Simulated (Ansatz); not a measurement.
This geometry of Cl2HSn (4 atoms, charge 0, multiplicity 2) is a first-order saddle point.

These are results of UKS PBE0/def2-SVP (Ansatz 0.2.0), not measurements.

```xyz
4
Properties=species:S:1:pos:R:3
Cl -2.185 -0.103 -0.290
Sn 0.120 0.173 -0.057
Cl 1.195 -1.722 0.779
H 0.926 1.593 -0.452
```

Task: Which two structures does it join? (They come from a converged band through this point; their orientation in space is the band's.)

Result: No bond is made or broken. The height of Sn2 over the plane of its neighbours goes from -0.80 to 0.80 Å. The two ends are copies of one structure, up to a mirror image or an exchange of like atoms.

Initial state:

```xyz
4
Properties=species:S:1:pos:R:3
Cl -2.120 0.110 0.027
Sn 0.143 -0.146 -0.610
Cl 1.166 -1.464 1.065
H 0.868 1.439 -0.502
```

Final state:

```xyz
4
Properties=species:S:1:pos:R:3
Cl -2.018 -0.130 -0.660
Sn -0.032 0.264 0.561
Cl 1.268 -1.704 0.379
H 0.838 1.509 -0.301
```

Task: How far does it lie above each of them?

Result: 30.0 kcal/mol above the first and 30.0 kcal/mol above the second. This is the barrier of this one path; another mechanism may lie lower.

The run took 74 s on 1 thread of Arm Neoverse V2, with other jobs on the host, peak memory 0.22 GiB.
